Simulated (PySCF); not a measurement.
C4H7ClSi, SMILES C=C=C(C)[SiH2]Cl. Atoms are numbered in the order given.

```xyz
13

C      3.1338     0.4844     0.0798
C      1.9517    -0.0781    -0.0159
C      0.7514    -0.6093    -0.1221
C      0.4257    -2.0481     0.2330
Si    -0.5905     0.5342    -0.7462
Cl    -2.1379     0.5816     0.6543
H      3.8364     0.4794    -0.7602
H      3.4559     0.9734     1.0053
H      0.0435    -2.5882    -0.6492
H     -0.3634    -2.0777     1.0015
H      1.3112    -2.5772     0.6121
H     -1.1882     0.0265    -2.0086
H     -0.0601     1.9048    -0.9260
```
Charge 0, spin multiplicity 1.

Geometry: TPSSh-D3(BJ)/def2-SVP. This is a generated structure with no PubChem entry under its InChIKey; it may be hypothetical. Other conformers were not sampled.

Two levels are set side by side: PBE/pcSseg-1 (PySCF) and PBE0/pcSseg-1 (PySCF). GIAO shifts against HCl (³⁵Cl), TMS (²⁹Si), TMS (¹H), TMS (¹³C) at the same level; non-relativistic, no solvent, atoms listed together averaged. Without spin–orbit terms, shifts of atoms bonded to Cl or Br come out too high at both levels. Differences are taken from unrounded values.

```json
[
 {"quantity": "δ(¹³C) of C1 (ppm)", "PBE0": "76.7", "PBE": "74.3", "PBE minus PBE0": "-2.3"},
 {"quantity": "δ(¹³C) of C2 (ppm)", "PBE0": "227.4", "PBE": "222.4", "PBE minus PBE0": "-5.0"},
 {"quantity": "δ(¹³C) of C3 (ppm)", "PBE0": "95.2", "PBE": "95.1", "PBE minus PBE0": "-0.1"},
 {"quantity": "δ(¹³C) of C4 (ppm)", "PBE0": "19.4", "PBE": "20.3", "PBE minus PBE0": "0.8"},
 {"quantity": "δ(²⁹Si) of Si5 (ppm)", "PBE0": "-4.4", "PBE": "-4.8", "PBE minus PBE0": "-0.5"},
 {"quantity": "δ(³⁵Cl) of Cl6 (ppm)", "PBE0": "-35.4", "PBE": "-21.9", "PBE minus PBE0": "13.5"}
]
```

Rough cost on one machine, each run with all the roots and properties that it gave: PBE0 against PBE within a factor of 2.
